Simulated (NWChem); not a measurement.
System: silene (CH₄Si); SMILES C=[SiH2]

Input file for NWChem:

```
start job
memory heap 200 mb stack 900 mb global 1100 mb
geometry units angstroms noautoz
  C      0.000000     0.000000     1.156833
  Si     0.000000     0.000000    -0.550782
  H      0.000000     0.926618     1.737769
  H      0.000000    -0.926618     1.737769
  H      0.000000    -1.249623    -1.353995
  H      0.000000     1.249623    -1.353995
end
basis spherical
  * library def2-svpd
end
dft
  xc pbe0
  iterations 150
  vectors input atomic output neutral.movecs
end
task dft energy
charge 1
dft
  odft
  mult 2
  vectors input atomic output cation.movecs
end
task dft energy
```

Output (shortened):

```
             Northwest Computational Chemistry Package (NWChem) 7.3.0
             --------------------------------------------------------

 C2V symmetry detected

                             Geometry "geometry" -> ""
                             -------------------------

 Output coordinates in angstroms (scale by  1.889725989 to convert to a.u.)

  No.       Tag          Charge          X              Y              Z
 ---- ---------------- ---------- -------------- -------------- --------------
    1 C                    6.0000     0.00000000     0.00000000     1.15693308
    2 Si                  14.0000     0.00000000     0.00000000    -0.55068192
    3 H                    1.0000     0.00000000     0.92661800     1.73786908
    4 H                    1.0000     0.00000000    -0.92661800     1.73786908
    5 H                    1.0000     0.00000000    -1.24962300    -1.35389492
    6 H                    1.0000     0.00000000     1.24962300    -1.35389492

 Effective nuclear repulsion energy (a.u.)      51.1946243680

      Symmetry information
      --------------------

 Group name             C2v
 Group number             16
 Group order               4
 No. of unique centers     4

                                 NWChem DFT Module
                                 -----------------

 Summary of "ao basis" -> "ao basis" (spherical)
 ------------------------------------------------------------------------------
       Tag                 Description            Shells   Functions and Types
 ---------------- ------------------------------  ------  ---------------------
 C                         def2-svpd                 8       20   4s2p2d
 Si                        def2-svpd                10       24   5s3p2d
 H                         def2-svpd                 4        8   2s2p

      Symmetry analysis of basis
      --------------------------

        a1         34
        a2          8
        b1         13
        b2         21

            General Information
            -------------------
          SCF calculation type: DFT
          Wavefunction type:  closed shell.
          No. of atoms     :     6
          No. of electrons :    24
           Alpha electrons :    12
            Beta electrons :    12
          Charge           :     0
          Spin multiplicity:     1
          Use of symmetry is: on ; symmetry adaption is: on
          Maximum number of iterations: 150
          AO basis - number of functions:    76
                     number of shells:    34
          Convergence on energy requested:  1.00D-06
          Convergence on density requested:  1.00D-05
          Convergence on gradient requested:  5.00D-04

              XC Information
              --------------
                         PBE0 Method XC Functional
                     Hartree-Fock (Exact) Exchange  0.250
          PerdewBurkeErnzerhof Exchange Functional  0.750
            Perdew 1991 LDA Correlation Functional  1.000 local
           PerdewBurkeErnz. Correlation Functional  1.000 non-local

             Grid Information
             ----------------
          Grid used for XC integration:  medium
          Radial quadrature: Mura-Knowles
          Angular quadrature: Lebedev.
          Tag              B.-S. Rad. Rad. Pts. Rad. Cut. Ang. Pts.
          ---              ---------- --------- --------- ---------
          C                   0.70       49           9.0       434
          Si                  1.10       88           9.0       590
          H                   0.35       45          11.0       434
          Grid pruning is: on
          Number of quadrature shells:   227
          Spatial weights used:  Erf1

      Superposition of Atomic Density Guess
      -------------------------------------

 Sum of atomic energies:        -328.36104474

      Non-variational initial energy
      ------------------------------

 Total energy =    -329.116096
 1-e energy   =    -553.976551
 2-e energy   =     173.665831
 HOMO         =      -0.268258
 LUMO         =      -0.023309

      Symmetry analysis of molecular orbitals - initial
      -------------------------------------------------

  Numbering of irreducible representations:

     1 a1          2 a2          3 b1          4 b2

  Orbital symmetries:

     1 a1          2 a1          3 a1          4 a1          5 b2
     6 b1          7 a1          8 a1          9 b2         10 a1
    11 b2         12 b1         13 b1         14 a1         15 a1
    16 a1         17 b2         18 a1         19 b2         20 a2
    21 a1         22 b2

   convergence    iter        energy       DeltaE   RMS-Dens  Diis-err
 ---------------- ----- ----------------- --------- --------- ---------
 d= 0,ls=0.0,diis     1   -329.6065773147 -3.81D+02  1.28D-02  2.23D-01
 d= 0,ls=0.0,diis     2   -329.5500406645  5.65D-02  8.19D-03  5.16D-01
 d= 0,ls=0.0,diis     3   -329.6396594463 -8.96D-02  1.31D-03  1.92D-02
 d= 0,ls=0.0,diis     4   -329.6426731560 -3.01D-03  3.30D-04  2.52D-04
 d= 0,ls=0.0,diis     5   -329.6427265768 -5.34D-05  7.83D-05  2.21D-05
  Resetting Diis
 d= 0,ls=0.0,diis     6   -329.6427303115 -3.73D-06  1.27D-05  1.39D-06
 d= 0,ls=0.0,diis     7   -329.6427305532 -2.42D-07  5.87D-06  4.55D-08

         Total DFT energy =     -329.642730553159
      One electron energy =     -555.955468253700
           Coulomb energy =      202.676672654203
    Exchange-Corr. energy =      -27.558559321618
 Nuclear repulsion energy =       51.194624367956

 Numeric. integr. density =       23.999994108406

                  Occupations of the irreducible representations
                  ----------------------------------------------

                     irrep           alpha         beta
                     --------     --------     --------
                     a1                7.0          7.0
                     a2                0.0          0.0
                     b1                2.0          2.0
                     b2                3.0          3.0

                       DFT Final Molecular Orbital Analysis
                       ------------------------------------

 Vector   10  Occ=2.000000D+00  E=-3.720904D-01  Symmetry=a1
              MO Center= -2.5D-16,  1.3D-14,  3.1D-01, r^2= 2.5D+00
   Bfn.  Coefficient  Atom+Function         Bfn.  Coefficient  Atom+Function
  ----- ------------  ---------------      ----- ------------  ---------------
     7      0.415070  1 C  pz                31     -0.308047  2 Si pz
    34     -0.237907  2 Si pz                28      0.174827  2 Si pz
    61      0.169578  5 H  s                 69      0.169578  6 H  s
    45      0.165038  3 H  s                 53      0.165038  4 H  s
    10      0.139971  1 C  pz                23     -0.101841  2 Si s

 Vector   11  Occ=2.000000D+00  E=-3.655124D-01  Symmetry=b2
              MO Center= -2.4D-15, -1.7D-14, -7.7D-01, r^2= 2.9D+00
   Bfn.  Coefficient  Atom+Function         Bfn.  Coefficient  Atom+Function
  ----- ------------  ---------------      ----- ------------  ---------------
    61      0.314084  5 H  s                 69     -0.314084  6 H  s
    30     -0.259194  2 Si py                33     -0.244525  2 Si py
     6      0.174482  1 C  py                46      0.149529  3 H  s
    54     -0.149529  4 H  s                 27      0.148511  2 Si py
    45      0.145742  3 H  s                 53     -0.145742  4 H  s

 Vector   12  Occ=2.000000D+00  E=-2.427446D-01  Symmetry=b1
              MO Center= -2.3D-15, -7.8D-16,  5.1D-01, r^2= 2.1D+00
   Bfn.  Coefficient  Atom+Function         Bfn.  Coefficient  Atom+Function
  ----- ------------  ---------------      ----- ------------  ---------------
     5      0.422812  1 C  px                32      0.315065  2 Si px
     8      0.280425  1 C  px                29      0.275730  2 Si px
    26     -0.149908  2 Si px                38     -0.056414  2 Si d  1
    50      0.035609  3 H  px                58      0.035609  4 H  px

 Vector   13  Occ=0.000000D+00  E=-4.516211D-02  Symmetry=b1
              MO Center= -8.4D-16,  3.2D-15, -2.7D-01, r^2= 3.5D+00
   Bfn.  Coefficient  Atom+Function         Bfn.  Coefficient  Atom+Function
  ----- ------------  ---------------      ----- ------------  ---------------
    32      0.552885  2 Si px                 5     -0.358199  1 C  px
     8     -0.309349  1 C  px                29      0.295964  2 Si px
    43      0.171595  2 Si d  1              26     -0.157272  2 Si px
    38      0.100565  2 Si d  1              66      0.052855  5 H  px
    74      0.052855  6 H  px                50     -0.036873  3 H  px

 Vector   14  Occ=0.000000D+00  E= 2.629790D-02  Symmetry=a1
              MO Center=  9.4D-15, -4.0D-13,  5.1D-01, r^2= 7.8D+00
   Bfn.  Coefficient  Atom+Function         Bfn.  Coefficient  Atom+Function
  ----- ------------  ---------------      ----- ------------  ---------------
    24      2.535909  2 Si s                  4     -2.065228  1 C  s
    25     -1.529172  2 Si s                  3     -1.281730  1 C  s
    46      0.998174  3 H  s                 54      0.998174  4 H  s
    42      0.429558  2 Si d  0              51     -0.353165  3 H  py
    59      0.353165  4 H  py                 2      0.349700  1 C  s

 Vector   15  Occ=0.000000D+00  E= 2.975324D-02  Symmetry=a1
              MO Center= -2.9D-13,  2.6D-15, -1.1D+00, r^2= 5.8D+00
   Bfn.  Coefficient  Atom+Function         Bfn.  Coefficient  Atom+Function
  ----- ------------  ---------------      ----- ------------  ---------------
    25      2.092184  2 Si s                  4     -1.692042  1 C  s
    24     -1.448743  2 Si s                 46      0.619509  3 H  s
    54      0.619509  4 H  s                 23     -0.397227  2 Si s
    44     -0.395906  2 Si d  2              34      0.387410  2 Si pz
    10     -0.265444  1 C  pz                22     -0.251840  2 Si s

     Multipole analysis of the density
     ---------------------------------

[...]
```

Level: PBE0/def2-SVPD, vertical spin-unrestricted ions. The geometry was optimised at PBE0/def2-SVP.
